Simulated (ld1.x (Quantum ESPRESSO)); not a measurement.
# An all-electron radial function and its pseudo partner (tantalum)

Columns: radius, all-electron u(r) and pseudo u(r) of the 5d shell (level -4.92 eV) of tantalum in the configuration [Xe] 4f14 5d3 6s1 6p1; Wu–Cohen, scalar-relativistic, ultrasoft scheme, ld1.x (Quantum ESPRESSO) 7.5.

| r (bohr) | all-electron | pseudo |
| --- | --- | --- |
| 0.148 | 0.1738 | 0.0018 |
| 0.295 | -0.2091 | 0.0136 |
| 0.443 | -0.2911 | 0.0436 |
| 0.590 | -0.1005 | 0.0958 |
| 0.738 | 0.1507 | 0.1706 |
| 0.885 | 0.3657 | 0.2622 |
| 1.033 | 0.5241 | 0.3633 |
| 1.180 | 0.6271 | 0.4624 |
| 1.328 | 0.6867 | 0.5504 |
| 1.475 | 0.7134 | 0.6179 |
| 1.623 | 0.7170 | 0.6610 |
| 1.770 | 0.7047 | 0.6783 |
| 1.918 | 0.6819 | 0.6732 |
| 2.065 | 0.6527 | 0.6516 |
| 2.213 | 0.6196 | 0.6201 |
| 2.360 | 0.5850 | 0.5851 |
| 2.508 | 0.5497 | 0.5497 |
| 2.655 | 0.5149 | 0.5149 |
| 2.802 | 0.4811 | 0.4811 |
| 2.950 | 0.4483 | 0.4483 |
| 3.098 | 0.4169 | 0.4169 |
| 3.245 | 0.3873 | 0.3873 |
| 3.393 | 0.3591 | 0.3591 |
| 3.540 | 0.3327 | 0.3327 |
| 3.688 | 0.3078 | 0.3078 |
| 3.835 | 0.2845 | 0.2845 |

Task: How many radial nodes do the two functions have?

Result: The all-electron 5d function has n − l − 1 = 2; the pseudo-wave has 0, since the states of the same l below it are removed with the core.

Task: At about which radius was the pseudo-wave matched?

Result: 2.50 bohr. The columns agree to 0.0005 from 2.21 bohr on; several derivatives are matched, so the curves merge somewhat inside the radius.

Task: Is the pseudo-wave norm-conserving?

Result: No, it belongs to an ultrasoft set: the norm inside the radius is not constrained, and the difference is carried by the augmentation charge.
